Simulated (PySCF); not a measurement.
## Atomic charges by several schemes

Compound: BCl2(NMe2), C₂H₆BCl₂N.
Structure used (PBE0-D3(BJ)/def2-SVP), in Å, numbered top down from 1:
```
atom  x, y, z in Å
B1     0.7804    1.3182    0.0023
Cl2    1.6668    1.8745   -1.4283
Cl3    0.8232    2.3703    1.4279
N4     0.0834    0.1100    0.0059
C5    -0.6606   -0.3785    1.1463
C6     0.0181   -0.7765   -1.1354
H7    -1.7253   -0.5104    0.8869
H8    -0.5888    0.3233    1.9842
H9    -0.2714   -1.3584    1.4729
H10    0.5972   -0.3720   -1.9725
H11    0.4199   -1.7715   -0.8768
H12   -1.0274   -0.9118   -1.4625
```

Density: PBE0/pcSseg-1 (PySCF); schemes: Mulliken, IAO, Hirshfeld and ESP-fitted. Geometry: PBE0-D3(BJ)/def2-SVP; no solvent, vibrations or thermal averaging.

Task: Give the atomic charges in each scheme.

Result: In e:

| atom | environment | Mulliken | IAO | Hirshfeld | ESP-fitted |
| --- | --- | --- | --- | --- | --- |
| B1 | boron bonded to 2 Cl and N | +0.545 | +0.144 | +0.158 | +0.062 |
| Cl2 | chlorine bonded to B | -0.252 | -0.103 | -0.092 | -0.135 |
| Cl3 | chlorine bonded to B | -0.252 | -0.103 | -0.092 | -0.135 |
| N4 | nitrogen bonded to B and 2 C | -0.622 | -0.227 | -0.110 | +0.173 |
| C5 | carbon bonded to N and 3 H | -0.094 | -0.296 | -0.062 | -0.359 |
| C6 | carbon bonded to N and 3 H | -0.094 | -0.296 | -0.062 | -0.361 |
| H7 | hydrogen on C5 | +0.120 | +0.139 | +0.046 | +0.124 |
| H8 | hydrogen on C5 | +0.145 | +0.162 | +0.038 | +0.130 |
| H9 | hydrogen on C5 | +0.120 | +0.140 | +0.046 | +0.122 |
| H10 | hydrogen on C6 | +0.145 | +0.162 | +0.038 | +0.131 |
| H11 | hydrogen on C6 | +0.120 | +0.140 | +0.046 | +0.124 |
| H12 | hydrogen on C6 | +0.120 | +0.139 | +0.046 | +0.124 |

Mean size of the charges over all atoms: Mulliken 0.219 e, IAO 0.171 e, ESP-fitted 0.165 e, Hirshfeld 0.070 e. Each set sums to the total charge, 0, to within 0.001 e. The ESP scheme fits charges at the nuclei, held to the total charge, to the electrostatic potential on points at 1.4 to 2.0 times the van der Waals radii. The Hirshfeld scheme divides the density at each point in proportion to the densities of the neutral, spherically averaged free atoms.

Lowest charge. The schemes don't all agree: Mulliken N4 (-0.622); IAO C5 and C6 (-0.296); Hirshfeld N4 (-0.110); ESP-fitted C6 (-0.361).

Highest charge. The schemes don't all agree: Mulliken B1 (+0.545); IAO H8 and H10 (+0.162); Hirshfeld B1 (+0.158); ESP-fitted N4 (+0.173).

Task: Sum the charges by element, for elements with more than one atom.

Result: 
| element | atoms | Mulliken | IAO | Hirshfeld | ESP-fitted |
| --- | --- | --- | --- | --- | --- |
| Cl | 2 | -0.504 | -0.207 | -0.184 | -0.271 |
| C | 2 | -0.188 | -0.592 | -0.123 | -0.720 |
| H | 6 | +0.769 | +0.881 | +0.260 | +0.755 |

Task: How closely do the schemes follow one another over all atoms?

Result: Correlation coefficient and root-mean-square difference: Mulliken with Hirshfeld 0.94, 0.206 e; IAO with Hirshfeld 0.83, 0.126 e; IAO with ESP-fitted 0.78, 0.122 e; Mulliken with IAO 0.72, 0.192 e; Hirshfeld with ESP-fitted 0.53, 0.161 e; Mulliken with ESP-fitted 0.25, 0.294 e.

Task: How many electrons does the Hirshfeld scheme count on N4?

Result: Z − q = 7 − (-0.110) = 7.110.

The run behind these numbers computed NMR shieldings as well. On one thread, Intel Xeon at 2.50 GHz (x86_64), no GPU, shared host, this took 53 s (grids of density and orbitals included) and 0.78 GiB of memory at its peak.
